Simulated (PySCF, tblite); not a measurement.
Isomers of C3H13N3Si3, one GFN2-xTB conformer each. Single-point energies are computed at PBE0/pcSseg-1 (PySCF, gas phase, no added dispersion term), electronic only.

```csv
SMILES,GFN2-xTB relative energy (kJ/mol)
CN[Si@H](C[SiH2]C#N)[SiH2]N,458.3
C1CC1N1[SiH2]N[SiH2]N[SiH2]1,0.0
C1CC1[SiH]1N[SiH2]N[SiH2]N1,31.5
```

Conformers: `[CH3:1][NH:2][Si@H:3]([CH2:4][SiH2:5][C:6]#[N:7])[SiH2:8][NH2:9]` with C1–N2–Si3–C4 179°, N2–Si3–C4–Si5 43°, Si3–C4–Si5–C6 -71°, N2–Si3–Si8–N9 -167°, Si3–Si8–N9–H -65° and 71°; `[CH2:1]1[CH2:2][CH:3]1[N:4]1[SiH2:5][NH:6][SiH2:7][NH:8][SiH2:9]1` with C2–C3–N4–Si5 -16°, C1–C2–C3–N4 111°, C3–N4–Si5–N6 -158°, N4–Si5–N6–Si7 -39°, Si5–N6–Si7–N8 19°; `[CH2:1]1[CH2:2][CH:3]1[SiH:4]1[NH:5][SiH2:6][NH:7][SiH2:8][NH:9]1` with C2–C3–Si4–N5 -20°, C1–C2–C3–Si4 108°, C3–Si4–N5–Si6 150°, Si4–N5–Si6–N7 1°, N5–Si6–N7–Si8 -35°.

**Question.** What does PBE0/pcSseg-1 give for the same structures?

**Answer.** 
```tsv
SMILES	PBE0/pcSseg-1 E (Eh)	PBE0/pcSseg-1 (kJ/mol)	GFN2-xTB (kJ/mol)	point group
C1CC1[SiH]1N[SiH2]N[SiH2]N1	-1154.24672	0.0	31.5	C1
C1CC1N1[SiH2]N[SiH2]N[SiH2]1	-1154.21516	82.9	0.0	C1
CN[Si@H](C[SiH2]C#N)[SiH2]N	-1154.14584	264.8	458.3	C1
```

GFN2-xTB puts C1CC1N1[SiH2]N[SiH2]N[SiH2]1 lowest instead; measured from each level's own lowest isomer, the values differ by up to 193.5 kJ/mol (CN[Si@H](C[SiH2]C#N)[SiH2]N: 458.3 against 264.8). As drawn, the lowest has a three-membered ring, which the highest lacks; the highest has a C≡N group and an Si–Si bond, which the lowest lacks.

**Question.** Which frontier levels, dipoles and rotational constants go with these structures?

**Answer.** 
```tsv
SMILES	HOMO (eV, PBE0/pcSseg-1)	LUMO (eV)	dipole (D)	A, B, C (MHz)
C1CC1[SiH]1N[SiH2]N[SiH2]N1	-7.07	0.70	0.72	1820, 674.6, 541.3
C1CC1N1[SiH2]N[SiH2]N[SiH2]1	-6.35	0.58	0.25	1967, 717.4, 567.7
CN[Si@H](C[SiH2]C#N)[SiH2]N	-6.28	-0.57	3.85	1441, 507.9, 415.9
```

**Question.** What happens when harmonic zero-point energies from GFN2-xTB frequencies are added?

**Answer.** 
| SMILES | ZPE (kJ/mol) | electronic (kJ/mol) | with ZPE (kJ/mol) |
| --- | --- | --- | --- |
| C1CC1[SiH]1N[SiH2]N[SiH2]N1 | 419.5 | 0.0 | 0.0 |
| C1CC1N1[SiH2]N[SiH2]N[SiH2]1 | 416.3 | 82.9 | 79.7 |
| CN[Si@H](C[SiH2]C#N)[SiH2]N | 407.0 | 264.8 | 252.4 |

The zero-point energies span 12.5 kJ/mol. The order is unchanged.
